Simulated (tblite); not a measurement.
C5H7ClFO2 (doublet state).
Atom-mapped SMILES: `[F:1][C@@:2]1([CH2:3][CH2:4][Cl:5])[CH:6][O:7][CH2:8][O:9]1` (hydrogens: H10, H11 on C3; H12, H13 on C4; H14 on C6; H15, H16 on C8)

Computed with GFN2-xTB (tblite), gas phase: L-BFGS steps from a force-field or distance-geometry start until the largest atomic force falls under 0.01 eV/Å.

Step 21: E = -860.7667 eV
```
atom  x, y, z in Å  |  force x, y, z in eV/Å
F1     -0.1282   -1.6020    0.6270   -0.015   0.019  -0.005
C2     -0.2193   -0.3809   -0.1270    0.009  -0.050   0.029
C3      1.2154    0.0131   -0.4646    0.003   0.002  -0.056
C4      2.0360    0.2420    0.7947   -0.025   0.005  -0.004
Cl5     3.6896    0.7309    0.3528    0.002  -0.007   0.010
C6     -1.1425   -0.5661   -1.2661   -0.010   0.016  -0.037
O7     -2.3687   -0.0793   -0.9278   -0.003   0.009  -0.014
C8     -2.2436    0.4887    0.3484    0.007   0.018   0.006
O9     -0.8766    0.5507    0.6636    0.028  -0.006  -0.015
H10     1.1929    0.9139   -1.0772   -0.025   0.069   0.033
H11     1.6528   -0.7910   -1.0566   -0.003  -0.056   0.000
H12     2.1115   -0.6730    1.3831   -0.007   0.038  -0.008
H13     1.6085    1.0438    1.3954   -0.012  -0.014   0.018
H14    -1.0832   -1.2502   -2.0826    0.016  -0.043   0.018
H15    -2.6602    1.5015    0.3505    0.025   0.057   0.005
H16    -2.7920   -0.1332    1.0749    0.010  -0.058   0.020
```

Step 22: E = -860.7676 eV
```
atom  x, y, z in Å  |  force x, y, z in eV/Å
F1     -0.1318   -1.6039    0.6231   -0.004   0.040  -0.023
C2     -0.2183   -0.3792   -0.1298   -0.005  -0.088   0.052
C3      1.2164    0.0130   -0.4661   -0.014   0.004  -0.038
C4      2.0344    0.2421    0.7949   -0.024   0.005  -0.008
Cl5     3.6875    0.7313    0.3544    0.018   0.000   0.010
C6     -1.1412   -0.5619   -1.2696   -0.008   0.014  -0.021
O7     -2.3684   -0.0807   -0.9271   -0.003   0.026   0.006
C8     -2.2421    0.4894    0.3488    0.008   0.009   0.009
O9     -0.8742    0.5504    0.6633    0.006   0.008  -0.029
H10     1.1900    0.9157   -1.0758   -0.001   0.054   0.020
H11     1.6552   -0.7918   -1.0567   -0.011  -0.032  -0.005
H12     2.1098   -0.6732    1.3825   -0.009   0.035  -0.003
H13     1.6056    1.0436    1.3950   -0.012  -0.016   0.019
H14    -1.0824   -1.2564   -2.0776    0.006  -0.041   0.010
H15    -2.6590    1.5032    0.3519    0.040   0.026  -0.002
H16    -2.7892   -0.1326    1.0772    0.014  -0.045   0.002
```

Step 23: E = -860.7683 eV
```
atom  x, y, z in Å  |  force x, y, z in eV/Å
F1     -0.1348   -1.6049    0.6194    0.004   0.041  -0.028
C2     -0.2176   -0.3793   -0.1315   -0.015  -0.082   0.044
C3      1.2171    0.0129   -0.4679   -0.026   0.004  -0.009
C4      2.0327    0.2423    0.7947   -0.015   0.007  -0.013
Cl5     3.6860    0.7316    0.3559    0.023   0.004   0.012
C6     -1.1401   -0.5580   -1.2730   -0.013   0.000  -0.009
O7     -2.3683   -0.0814   -0.9265    0.008   0.037   0.017
C8     -2.2407    0.4902    0.3495    0.009  -0.002   0.009
O9     -0.8720    0.5503    0.6626   -0.012   0.015  -0.030
H10     1.1875    0.9184   -1.0741    0.016   0.025   0.010
H11     1.6570   -0.7933   -1.0567   -0.019   0.000  -0.009
H12     2.1082   -0.6728    1.3821   -0.011   0.025   0.002
H13     1.6029    1.0431    1.3951   -0.012  -0.015   0.014
H14    -1.0817   -1.2625   -2.0731   -0.008  -0.029   0.013
H15    -2.6572    1.5053    0.3530    0.049  -0.008  -0.003
H16    -2.7866   -0.1330    1.0792    0.021  -0.022  -0.018
```

Step 24: E = -860.7688 eV
```
atom  x, y, z in Å  |  force x, y, z in eV/Å
F1     -0.1372   -1.6046    0.6182    0.011   0.019  -0.016
C2     -0.2175   -0.3815   -0.1310   -0.019  -0.039   0.009
C3      1.2165    0.0127   -0.4693   -0.025   0.003   0.014
C4      2.0312    0.2425    0.7940   -0.002   0.007  -0.012
Cl5     3.6853    0.7312    0.3560    0.018   0.006   0.014
C6     -1.1396   -0.5568   -1.2746    0.003  -0.003   0.016
O7     -2.3673   -0.0798   -0.9270   -0.002   0.039   0.013
C8     -2.2394    0.4910    0.3498    0.012  -0.009   0.006
O9     -0.8705    0.5508    0.6617   -0.015   0.013  -0.020
H10     1.1842    0.9208   -1.0720    0.022  -0.003   0.002
H11     1.6574   -0.7941   -1.0573   -0.024   0.026  -0.013
H12     2.1069   -0.6719    1.3817   -0.011   0.013   0.005
H13     1.6011    1.0427    1.3950   -0.011  -0.010   0.007
H14    -1.0795   -1.2661   -2.0701   -0.024  -0.031   0.003
H15    -2.6551    1.5066    0.3545    0.047  -0.025  -0.001
H16    -2.7840   -0.1346    1.0790    0.021  -0.006  -0.027
```

Task: Estimate the geometry and energy of step 25. (The exact step hangs on the optimiser's Hessian estimate; all steps are aligned on step 24, rigid shifts and turns removed.)

Result: E = -860.7690 eV, largest force 0.052 eV/Å
```
atom  x, y, z in Å  |  force x, y, z in eV/Å
F1     -0.1380   -1.6046    0.6126    0.008  -0.003  -0.001
C2     -0.2173   -0.3824   -0.1325   -0.008   0.013  -0.013
C3      1.2168    0.0131   -0.4704   -0.015   0.002   0.024
C4      2.0300    0.2429    0.7940    0.005   0.008  -0.009
Cl5     3.6854    0.7325    0.3593    0.005   0.004   0.014
C6     -1.1392   -0.5526   -1.2780   -0.032  -0.041  -0.006
O7     -2.3686   -0.0813   -0.9250    0.031   0.028  -0.003
C8     -2.2384    0.4909    0.3509    0.009  -0.010  -0.002
O9     -0.8696    0.5508    0.6605   -0.003   0.003  -0.005
H10     1.1863    0.9223   -1.0721    0.015  -0.018   0.000
H11     1.6583   -0.7945   -1.0571   -0.024   0.037  -0.016
H12     2.1057   -0.6713    1.3817   -0.010   0.004   0.006
H13     1.5988    1.0419    1.3958   -0.010  -0.005   0.001
H14    -1.0828   -1.2721   -2.0667   -0.029   0.002   0.033
H15    -2.6523    1.5072    0.3541    0.037  -0.023   0.005
H16    -2.7826   -0.1338    1.0813    0.021   0.000  -0.029
```

The energy changes by -0.0003 eV. The first-order estimate −F·Δx gives -0.0005 eV and the mean of the old and new forces, exact on a quadratic surface, -0.0003 eV. The step makes an angle of 73° with the force vector and moves no atom by more than 0.008 Å.

What follows is the cost of the whole relaxation. Hardware: one thread of an Arm Neoverse V2, shared host. Cost: 0.24 s wall.
